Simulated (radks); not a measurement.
Values are calculated unless marked as measured or tabulated.
Species: Be. Configuration: [He] 2s2. Code: a radial shooting solver on a logarithmic mesh with Libxc functionals. Model: non-relativistic Kohn-Sham, exchange-only B88, spin-polarised, spherical densities, point nucleus.

Radial electron density D(r) = 4 pi r^2 rho(r):

r (bohr),D(r) (e/bohr)
0.02122,0.1712
0.02354,0.2068
0.02612,0.2494
0.02899,0.3001
0.03216,0.3602
0.03569,0.4310
0.0396,0.5143
0.04429,0.6196
0.04915,0.7338
0.05453,0.8653
0.06051,1.016
0.06714,1.186
0.0745,1.377
0.08266,1.589
0.09172,1.820
0.1026,2.089
0.1138,2.353
0.1263,2.626
0.1402,2.901
0.1555,3.167
0.1726,3.415
0.1915,3.631
0.2125,3.802
0.2376,3.921
0.2637,3.958
0.2926,3.915
0.3247,3.786
0.3602,3.572
0.3997,3.280
0.4435,2.925
0.4922,2.525
0.5505,2.075
0.6108,1.668
0.6778,1.298
0.752,0.9876
0.8345,0.7510
0.9259,0.5946
1.027,0.5156
1.14,0.5032
1.275,0.5460
1.415,0.6168
1.57,0.6947
1.742,0.7590
1.933,0.7944
2.145,0.7919
2.38,0.7501
2.641,0.6738
2.954,0.5646
3.277,0.4516
3.637,0.3404
4.035,0.2410
4.477,0.1596
4.968,0.09853
5.513,0.05638
6.117,0.02973
6.842,0.01351
7.592,0.005868
8.424,0.002291
9.347,0.0007957

D(r) has 2 maxima, at r = 0.264, 2.03 bohr, and minima at 1.10 bohr, inside which lie 2.06 electrons.
